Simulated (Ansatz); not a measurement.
HKO, quintet, at the geometry of the source list (a higher spin typed on purpose: for a closed-shell molecule this is an excited state); Ansatz (a first-principles code) with B3LYP/STO-3G.

Input for Ansatz:
Ansatz 0.2 input:
```yaml
crystal:
  periodic: [false, false, false]
  atoms:
    - {symbol: K, position_ang: [-1.19540000, -0.72060000, -0.97020000]}
    - {symbol: O, position_ang: [0.41450000, -0.04720000, 0.31440000]}
    - {symbol: H, position_ang: [0.78090000, 0.76790000, 0.65580000]}
basis:
  gaussian:
    orbitals: STO-3G
hamiltonian:
  xc: b3lyp
magnetization: {spin_polarized: false, initial_magnetization: 4}
```

Output, abridged:

```
Functional definition: B3LYP
245 factors; integrals over basis functions are off by at most 1.5e-4 eV
mean field evaluation 1: about -18171.3816 eV, gradient 2.0e1 eV
mean field evaluation 2: about -18171.5128 eV, gradient 2.0e1 eV
mean field evaluation 4: about -18174.5113 eV, gradient 1.3e1 eV
mean field evaluation 8: about -18176.6748 eV, gradient 3.4e0 eV
mean field evaluation 16: about -18176.9359 eV, gradient 5.2e-2 eV
mean field evaluation 32: about -18156.8295 eV, gradient 1.9e1 eV
mean field -18176.93603964 eV, -667.9900786870 hartree, gradient 1.1e-5 eV, S^2 6.000000; 3 other end points of the search recorded, 0 dependent functions left out
reference -18176.93620776 eV, -667.9900848653 hartree; 16, 12 occupied and 3, 7 virtual orbitals, 245 factors
Total energy: -18176.93620776 eV, -667.9900848653 hartree
```
